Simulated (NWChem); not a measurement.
GaNH3F; SMILES [NH2][GaH][F]

```xyz
6

Ga    -0.3213    -0.0527     0.0076
H     -1.8698    -0.1951    -0.0614
F      0.6731    -1.5084    -0.0063
N      0.6544     1.4807     0.0260
H      1.6547     1.4740     0.1774
H      0.2415     2.3901     0.1837
```
Atoms are numbered in this order, from 1.

Computed with NWChem. Pople sets run with spherical d functions. Structure relaxed at the B3LYP/6-31G* (spherical d) level. GIAO values for the isolated, static molecule; σ is the absolute isotropic shielding, δ = σ(reference) − σ with the isolated reference molecule computed at the same levels (19F: trichlorofluoromethane, 1H: tetramethylsilane, 15N: ammonia).

| level | σ Ga1 (ppm) | δ H2 (ppm) | δ F3 (ppm) | δ N4 (ppm) | δ H5 (ppm) | δ H6 (ppm) |
|---|---|---|---|---|---|---|
| LDA (Slater exchange, VWN5)/pcSseg-1 | 1304.5 | 6.11 | -166.8 | 69.4 | 2.28 | 2.51 |
| B3LYP/6-31G* | 1638.0 | 6.32 | -127.0 | 48.7 | 1.46 | 1.61 |
| KT2/pcSseg-1 | ___ | ___ | ___ | ___ | ___ | ___ |

### Question
Fill in the missing entries.

### Answer

- KT2/pcSseg-1, σ Ga1 (ppm): 1426.2
- KT2/pcSseg-1, δ H2 (ppm): 5.67
- KT2/pcSseg-1, δ F3 (ppm): -179.7
- KT2/pcSseg-1, δ N4 (ppm): 55.4
- KT2/pcSseg-1, δ H5 (ppm): 2.13
- KT2/pcSseg-1, δ H6 (ppm): 2.27
